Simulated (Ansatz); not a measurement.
The cluster HfS₂. Total charge 0; triplet. Geometry PBE0-D4/def2-TZVP; atoms count from 1.

```xyz
3

Hf    0.784   -0.580    0.411
S    -0.099   -0.338   -1.651
S    -0.685    0.918    1.241
```

In the def2 sets Hf takes a core potential; there is no spin–orbit coupling. At PBE0-D4/def2-TZVP a singlet of charge 0 lies 0.90 eV below the triplet, each at its own geometry. The structure comes from a short search, and lower isomers may exist.

(1) Estimate the Mulliken populations from the PBE0/def2-TZVP orbitals of Ansatz.

(2) Where does the spin sit?

(3) And the Mayer bond orders between heavy atoms (over 0.3)?

Answers

(1) 
| atom | charge (e) | spin (α − β) | d electrons |
| --- | --- | --- | --- |
| Hf1 | 0.62 | 0.95 | 2.18 |
| S2 | -0.31 | 0.53 | – |
| S3 | -0.31 | 0.53 | – |
Mulliken values depend strongly on the basis.

(2) Summed by element: Hf 0.95, S 1.05, of 2 unpaired in all. Largest on single atoms: Hf1 0.95, S2 0.53, S3 0.53.

(3) Hf1–S2 1.85 (2.26 Å); Hf1–S3 1.85 (2.26 Å).
